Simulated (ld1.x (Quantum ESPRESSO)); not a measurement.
Pseudopotential generation for cobalt: TM semilocal, revPBE, scalar-relativistic.

Co, norm-conserving Troullier–Martins (semilocal form), made with ld1.x (Quantum ESPRESSO) 7.5 (revPBE, scalar-relativistic). Core [Ne] 3s2, reference 3p6 3d7 4s2 4p0. Waves: 3p (bound): rc 1.35 bohr; 3d (bound): rc 1.10 bohr; 4s (bound): rc 2.35 bohr. Local part: the s channel. Core correction: none.

All-electron outer shells of the reference configuration (revPBE, scalar-relativistic, ld1.x):

```
shell  level (eV)  outermost node (bohr)  outermost maximum (bohr)
   2p     -769.86                      –                      0.17
   3s     -102.45                   0.31                      0.66
   3p      -65.63                   0.28                      0.68
   3d       -8.15                      –                      0.66
   4s       -5.40                   0.96                      2.32
   4p       -1.25                   1.05                      3.25
```

**Question.** Does the generator finish with these settings?

**Answer.** Yes, a potential is produced and its reference levels are reproduced.

**Question.** Estimate the cutoffs (Ry, on a coarse ladder) from which the occupation-weighted sum of valence levels, in a spherical-Bessel basis at the reference potential, stays within 10 and 1 mRy of its value at 400 Ry.

**Answer.** 180 Ry and 260 Ry.

**Question.** Which valence shell sets the plane-wave cutoff?

**Answer.** 3d: its level needs 180 Ry to come within 1 mRy, against 80 Ry for 3p.

**Question.** Tests: 3p6 3d7 4s1 4p0; 3p6 3d7 4s0 4p0; 3p6 3d6 4s0 4p0; 3p6 3d7 4s0 4p1; 3p6 3d7 4s1.5 4p0; 3p6 3d6 4s2 4p1; 3p6 3d6 4s2 4p0. Which has the largest error in its energy relative to the reference configuration, and how large is it?

**Answer.** 3p6 3d6 4s0 4p0, with +68 meV (all-electron minus pseudo) on +61.31 eV.
